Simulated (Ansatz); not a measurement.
One change: `[NH2][GeH2][O][SiH](N)Cl` becomes `CO[SiH](N)Cl`.

Ansatz, PBE0-D4/def2-TZVP geometries, multiplicity 1. Each molecule was computed in one conformer, which needn't be the lowest.

Scalar relativity is left out up to krypton.

| property | `[NH2][GeH2][O][SiH](N)Cl` |
| --- | --- |
| HOMO energy (PBE/def2-TZVPP) / eV | -6.16 |
| HOMO–LUMO gap (PBE0/def2-TZVPP) / eV | 8.13 |
| HOMO energy (ωB97M-V/def2-TZVPP) / eV | -9.99 |
| size of the dipole moment (ωB97M-V/def2-TZVPP) / D | 2.08 |
| size of the dipole moment (PBE/def2-TZVPP) / D | 2.06 |
| size of the dipole moment (B3LYP/def2-TZVPP) / D | 2.08 |

(1) What does the change do to each property? (Best estimate.)

## Answers

(1) The calculation gave: 
| property | `CO[SiH](N)Cl` | shift |
| --- | --- | --- |
| HOMO energy (PBE/def2-TZVPP) / eV | -6.52 | -0.36 |
| HOMO–LUMO gap (PBE0/def2-TZVPP) / eV | 8.86 | 0.73 |
| HOMO energy (ωB97M-V/def2-TZVPP) / eV | -10.41 | -0.42 |
| size of the dipole moment (ωB97M-V/def2-TZVPP) / D | 1.65 | -0.43 |
| size of the dipole moment (PBE/def2-TZVPP) / D | 1.64 | -0.42 |
| size of the dipole moment (B3LYP/def2-TZVPP) / D | 1.65 | -0.43 |

With PBE0 the HOMO falls by 0.39 eV and the LUMO rises by 0.34 eV, so the gap widens by about 0.73 eV. PBE moves the HOMO by -0.36 eV and ωB97M-V by -0.42 eV. Dipoles are sizes alone; their direction can turn.

B3LYP here is the variant with VWN-RPA as its local correlation; programs differ in this.
